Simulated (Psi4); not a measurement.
CH₃S (SMILES [CH2]S), doublet, at a GFN2-xTB geometry. Base run: HF/aug-cc-pVDZ run with Psi4.

Geometry (Å):
```xyz
5

C      0.0813     1.1220    -0.1255
S     -0.0729    -0.5620     0.1331
H      0.8018    -0.9578    -0.7948
H     -0.5328     1.7392     0.4979
H      0.4096     1.4790    -1.0796
```
Charge 0, spin multiplicity 2.
Orbitals are unrestricted.
All else is at Psi4's defaults (density fitting).
Base energy -437.10273 Eh.

Each row names what was changed in the base input (with any setting that the change needs).

```
change                                        ΔE vs base (µEh)  SCF cycles  basis functions
--------------------------------------------  ----------------  ----------  ---------------
base                                                       0.0          11               77
guess = sap                                                0.0          13               77
d_convergence = 1e-4                                       0.1           9               77
scf_type = pk                                             -126          11               77
e_convergence = 1e-10                                      0.0          14               77
guess = huckel                                             0.0          11               77
guess = gwh                                                0.0          14               77
diis_max_vecs = 15                                         0.0          11               77
damping_percentage = 20                                    0.6          25               77
cholesky_tolerance = 1e-6 (with scf_type cd)              -125          11               77
d_convergence = 1e-8                                       0.0          16               77
df_basis_scf = def2-universal-jkfit                      -81.2          11               77
cholesky_tolerance = 1e-3 (with scf_type cd)               367          11               77
```

Open shells are given as the SCF converged; they aren't shown to be the lowest states, and a large step between rows can be another state.
